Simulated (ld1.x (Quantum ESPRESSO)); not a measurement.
## What one change does to a pseudopotential (Sc, TM)

ld1.x (Quantum ESPRESSO) 7.5 input, shortened:

```
&input
   title='Sc', zed=21., rel=1, dft='PBE', iswitch=3,
   config='[Ar] 3d1 4s1 4p1'
 /
 &inputp
   pseudotype=2, tm=.true., lloc=1,
   nlcc=.false.
 /
3
4S  1  0   1.00   0.00  3.40  3.40  0.0
3D  3  2   1.00   0.00  2.70  2.70  0.0
3P  2  1   6.00   0.00  1.15  1.15  0.0
 &test
   configts(1)='3p6 3d1 4s1 4p1'
 /
```

Occupied shells without a wave of their own: 4p. They enter only through the test configuration that unscreens the potential.

Change: wave 4s (bound): rc 3.40 bohr becomes 4s (bound): rc 4.72 bohr.

Cutoffs: the cutoffs (Ry, on a coarse ladder) from which the occupation-weighted sum of valence levels, in a spherical-Bessel basis at the reference potential, stays within 10 and 1 mRy of its value at 400 Ry; they do not see the model core or the augmentation charge, which bear on the density cutoff. Errors are all-electron minus pseudo energies relative to the spin-unpolarised reference configuration.

**Question.** Predict the effect on cutoff, ghosts and configuration errors.

**Answer.** The potential gets neither clearly harder nor softer (70 Ry and 100 Ry → 70 Ry and 100 Ry); both files keep a bound ghost (s); of the 7 tests that both files solve, the error grows in 5 and shrinks in 2 by more than 15 % and 0.3 meV (median size 6.9 → 23.1 meV).

| quantity | base | changed |
| --- | --- | --- |
| cutoff, loose | 70 Ry | 70 Ry |
| cutoff, tight | 100 Ry | 100 Ry |
| bound ghosts | s | s |
| error for 3p6 3d1 4s2 4p0, meV [ΔE -2.78 eV] | -6.0 | -23 |
| error for 3p6 3d1 4s1 4p0, meV [ΔE 4.12 eV] | -6.9 | -4.2 |
| error for 3p6 3d1 4s0 4p0, meV [ΔE 16.89 eV] | +3.2 | -69 |
| error for 3p6 3d1.5 4s1.5 4p0, meV [ΔE -2.10 eV] | +16 | -0.2 |
| error for 3p6 3d2 4s1 4p0, meV [ΔE -1.11 eV] | +44 | +57 |
| error for 3p6 3d1 4s0 4p2, meV [ΔE 2.89 eV] | +2.5 | -20 |
| error for 3p6 3d0 4s2 4p1, meV [ΔE 0.69 eV] | +176 | +285 |

Changed file: The 4p level has no wave, so the channel is fitted at the deeper level alone: the likely source of the large errors. A true bound ghost makes a file unfit for plane-wave use even where its test errors are small: the radial tests pick states by their node count and pass the ghost by.
